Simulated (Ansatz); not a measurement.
Stepwise reaction of `[F][Ti]([F])([SH])[SH]` with hydrogen sulfide, as a gas-phase model of exchange steps in deposition or etching. ΔE in kJ/mol.

Calculated with Ansatz (gas phase, PBE0-D4/def2-TZVP geometries, no zero-point term in ΔE). CCSD(T)/CBS is the MP2 limit (def2-TZVPP, def2-QZVPP) plus CCSD(T) − MP2 in def2-TZVPP, frozen cores. This one scheme is used for every species. Functionals use def2-TZVPP. B3LYP here is the variant with VWN-RPA as its local correlation; programs differ in this. For Ti outer-core shells are correlated without core-valence functions, which leaves a few kJ/mol of doubt a bond. Scalar relativity is left out up to krypton. One conformer a species, not always the lowest.

| step | reaction | PBE-D4 | B3LYP-D4 | ωB97M-V | CCSD(T)/CBS |
| --- | --- | --- | --- | --- | --- |
| 1 | `[F][Ti]([F])([SH])[SH]` + H₂S → `[F][Ti]([SH])([SH])[SH]` + H–F | 66.9 | 72.2 | 78.6 | 57.3 |

(1) Give the row of step 2, `[F][Ti]([SH])([SH])[SH]` + H₂S → `[SH][Ti]([SH])([SH])[SH]` + H–F. (An estimate is asked.)

(2) By hand: ΔE of the 2 steps together at CCSD(T)/CBS.

Results:

(1) The calculation gave: 
| step | reaction | PBE-D4 | B3LYP-D4 | ωB97M-V | CCSD(T)/CBS |
| --- | --- | --- | --- | --- | --- |
| 2 | `[F][Ti]([SH])([SH])[SH]` + H₂S → `[SH][Ti]([SH])([SH])[SH]` + H–F | 76.7 | 81.7 | 86.5 | 64.5 |

(2) (57.3) + (64.5) = 121.8 kJ/mol, or 60.9 kJ/mol a step.

In ΔE each step is higher than the one before. All are uphill at CCSD(T)/CBS. PBE-D4 differs from CCSD(T)/CBS by 9.6 to 12.2 kJ/mol a step. Isolated molecules leave out the surface, adducts and barriers. Largest T1 diagnostic: 0.029.
